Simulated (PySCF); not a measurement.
C2H6O3Si. Atoms are numbered in the order given.

```xyz
12

Si    -1.3516    -0.0338     0.0341
O     -2.2515     1.3467     0.1857
O      0.2901     0.4755     0.0015
C      1.2498    -0.4681    -0.0461
C      2.6385     0.1113    -0.0710
O      0.9813    -1.6472    -0.0628
H     -1.6167    -0.8334     1.2450
H     -1.6293    -0.7372    -1.2427
H     -2.2445     1.9756    -0.5452
H      3.3803    -0.6946    -0.1126
H      2.7472     0.7754    -0.9422
H      2.7962     0.7287     0.8268
```

Geometry optimised at B3LYP-D3(BJ)/def2-SVP. One conformer was computed; it need not be the lowest.

Method: SMD-PBE0/6-31G* (PySCF).

Solvation free energies are E(SMD) − E(gas) at the gas-phase geometry, for 1 M in both phases. In vacuum the dipole moment is 2.63 D.

Computed solvation free energies in water, 2-propanol, diethylether:
```csv
solvent,ΔG(solv) (kcal/mol),its non-electrostatic (CDS) part,dipole (D)
water,-6.5,4.6,3.48
2-propanol,-7.9,1.5,3.36
diethylether,-6.1,-2.4,2.99
```
